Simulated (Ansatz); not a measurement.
Ideal-gas functions of `FB[SiH2]S` at 500 K and 1 bar, from an Ansatz frequency run at PBE0-D4/def2-TZVP.

Molar mass 93.99 g/mol, point group C1 (symmetry number 1), electronic degeneracy 1, moments of inertia 62.88, 234.431, 273.398 u Å². Harmonic wavenumbers (cm⁻¹, unscaled): 42, 122, 195, 247, 468, 508, 583, 686, 720, 807, 842, 929, 1103, 1313, 2211, 2237, 2587, 2706.

Use S(trans) = R[1.5 ln M + 2.5 ln T − 1.1517]; rotational temperatures θ = 24.2544 K / I; S(rot) = R[ln(√π/σ · √(T³/θAθBθC)) + 1.5]; for each mode x = 1.438777 ν̃/T, S = R[x/(eˣ − 1) − ln(1 − e⁻ˣ)] and H = RT x/(eˣ − 1); 1 cm⁻¹ = 0.0119627 kJ/mol; R = 8.31446 J/(mol·K).

**Question.** By hand: the entropy, in J/(mol·K).

**Answer.** Translation 176.3. Rotation: θ = 0.3857, 0.1035, 0.0887 K, giving 118.2. Vibration, mode by mode: 25.89, 17.06, 13.23, 11.33, 6.44, 5.86, 4.92, 3.89, 3.60, 2.96, 2.73, 2.24, 1.51, 0.93, 0.11, 0.10, 0.04, 0.03, in all 102.9. Electronic 0.0. Sum 397.4 J/(mol·K).

**Question.** By hand: H − E and G − E in kJ/mol, counted from the electronic energy.

**Answer.** Zero-point energy ½ × 18306 × 0.0119627 = 109.5; thermal vibration 25.2; translation, rotation and pV give 4 RT = 16.6. H − E = 151.3 kJ/mol, and G − E = 151.3 − 500 × 397.4/1000 = -47.4 kJ/mol.

Vibration gives 26 % of the entropy, 42.9 J/(mol·K) of it from the modes under 150 cm⁻¹: soft modes count most, and the harmonic formula is weakest for them. The sum counts one conformer and one mirror image; others add a mixing term.
